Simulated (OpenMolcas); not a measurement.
## Ti2+: moving the ligands

Ti2+ with 6 ligands (chloride) in octahedral coordination (Oh) at 2.62 Å. A charge of +0.667 e stands 2.6 Å behind each ligand. Ligand basis ANO-RCC-VDZP.

```json
{
 "Program": "OpenMolcas",
 "Method": "CASSCF",
 "Basis": "ANO-RCC-VTZP [6s5p3d2f1g]",
 "Scalar Hamiltonian": "DKH2, point nucleus",
 "Active space": "2 electrons in 5 orbitals (3d)",
 "State averaging": "2S+1 = 3 even, 10 roots; 2S+1 = 1 even, 15 roots",
 "Spin-orbit coupling": "state interaction with AMFI integrals over the reference wave functions"
}
```

Runs around this geometry, states (labels of O, the rotations of Oh). Energies in cm-1 above the lowest state or level, χT in cm3 K/mol; under a threefold ground state the first gap can be a small split of the lowest multiplet, not the spin-orbit step; 10Dq and B are least-squares fits to the states below 45000 cm-1, weighted by degeneracy, with a free offset, and given where the rms deviation is under 5 % of |10Dq| (or 100 cm-1) and under 700 cm-1.

| R (Å) | Ground state | First state of that spin | 10Dq | B (rms of fit) | First gap with spin-orbit (degeneracies) | χT at 300 K | First state of another spin |
| --- | --- | --- | --- | --- | --- | --- | --- |
| 2.55 | 3T1 | 3T2 6003 | 6993 | 823 (72) | 4.3 (2, 3) | 1.115 | 1T2 11420 |
| 2.62 | 3T1 | 3T2 5061 | 5948 | 835 (83) | 5.2 (2, 3) | 1.123 | 1T2 11506 |
| 2.73 | 3T1 | 3T2 3876 | 4615 | 848 (77) | 6.9 (2, 3) | 1.136 | 1T2 11565 |

Taking |10Dq| as R^-n, n = -ln(4615 / 6993) / ln(2.73 / 2.55) = 6.1 between the shortest and longest distance. The point-charge formula for a cubic d site gives n = 5.

An orbital triplet at a regular site is open to Jahn-Teller coupling, which can distort the site and quench the lowest spin-orbit gaps and is left out. Without dynamic correlation the repulsion within the d shell is too large (B by tens of per cent), so at a given field states of lower spin stand too high. Ligand-to-metal charge-transfer states are missing. With no ligand orbital active B as a rule stays too high, so bands that hang on it stand too high and its fall with covalency is understated. With metal d orbitals alone and no dynamic correlation the field as a rule comes out too small, by tens of per cent, by up to half for chloride and softer ligands. No measured value stands beside these numbers; the geometry is a model, was not optimised and need not be the one that this ion takes.
